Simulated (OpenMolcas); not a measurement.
**W4+ in a ligand field**

W4+ with 6 ligands (oxide) in octahedral coordination (Oh) at 2.04 Å. A charge of +1.33 e stands 2.4 Å behind each ligand. Ligand basis ANO-RCC-VDZP.

```yaml
Program: OpenMolcas
Method: SS-CASPT2, IPEA 0.25 Eh, imaginary shift 0.1 Eh (the lowest 17 gerade and 15 ungerade orbitals frozen, chosen by energy and not by shell, so the metal 5p can be frozen and 4f correlated)
Basis: ANO-RCC-VDZP [7s6p4d2f1g]
Scalar_Hamiltonian: DKH2, point nucleus
Active_space: 2 electrons in 5 orbitals (5d)
State_averaging: 2S+1 = 3 even, 10 roots; 2S+1 = 1 even, 15 roots
Spin-orbit_coupling: RASSI with atomic mean-field integrals over the reference wave functions
```

The lowest spin-free states (labels of O, the rotations of Oh), above the lowest:

```csv
State,Degeneracy,E (cm-1)
3T1,3,0
1E,2,8000
1T2,3,8030
1A1,1,18320
3T2,3,19770
3T1,3,25600
2S+1 = 1,3,26990
2S+1 = 1,3,28730
3A2,1,41830
1E,2,46680
1A1,1,53640
```

The lowest levels with spin-orbit coupling:

| E (cm-1) | Degeneracy | 2S+1 |
| --- | --- | --- |
| 0 | 2 | 3 |
| 350 | 3 | 3 |
| 4350 | 3 | 3 |
| 5380 | 1 | 3 |
| 10640 | 3 | 1 (89 %) |
| 11100 | 2 | 1 |
| 20940 | 1 | 1 (75 %) |
| 21450 | 1 | 3 |
| 22350 | 3 | 3 |
| 23260 | 3 | 3 |
| 23480 | 2 | 3 |
| 27420 | 1 | 3 (78 %) |
| 27680 | 3 | 3 |
| 28030 | 3 | 1 (51 %) |
| 30410 | 2 | 3 |
| 32100 | 3 | 3 (53 %) |
| 32550 | 3 | 1 |
| 45850 | 3 | 3 |
| 50480 | 2 | 1 |
| 57550 | 1 | 1 |

Powder χT (cm3 K/mol): 0 at 2 K, 0.00313 at 10 K, 0.0156 at 50 K, 0.0319 at 100 K, 0.0675 at 200 K, 0.0994 at 300 K. The effective moment at 300 K is 2.828 √(χT) = 0.89 μB.

The lowest level has 2S+1 = 3, for which the spin-only value is χT = S(S+1) / 2 = 1.000 cm3 K/mol (g = 2). The computed 0.099 at 300 K differs by -0.901, through orbital momentum, spin-orbit coupling and any other state in reach. With a threefold ground state the orbital momentum is unquenched, so the spin-only value is not expected to hold.

Roots that are degenerate in the reference are averaged as groups; the widest CASPT2 spread within a group is 34 cm-1 (the 2-fold group of multiplicity 1 near 8000 cm-1 above the lowest state of its run). Shifts and gaps below about the spread of the groups concerned are not significant. Over all roots computed the reference weight is 0.63 to 0.65; a low but even weight reflects the number of correlated electrons. An orbital triplet at a regular site is open to Jahn-Teller coupling, which can distort the site and quench the lowest spin-orbit gaps and is left out. The least metal-like active orbital is 68 % on the metal (Löwdin) and no ligand orbital is active, so the numbers are rough. The oxide ions are held by bare point charges, a crude embedding. Ligand-to-metal charge-transfer states are missing. With no ligand orbital active B as a rule stays too high, so bands that hang on it stand too high and its fall with covalency is understated. With one d shell and no ligand orbital active, 10Dq can be off by a tenth or more. No measured value stands beside these numbers; the geometry is a model, was not optimised and need not be the one that this ion takes.
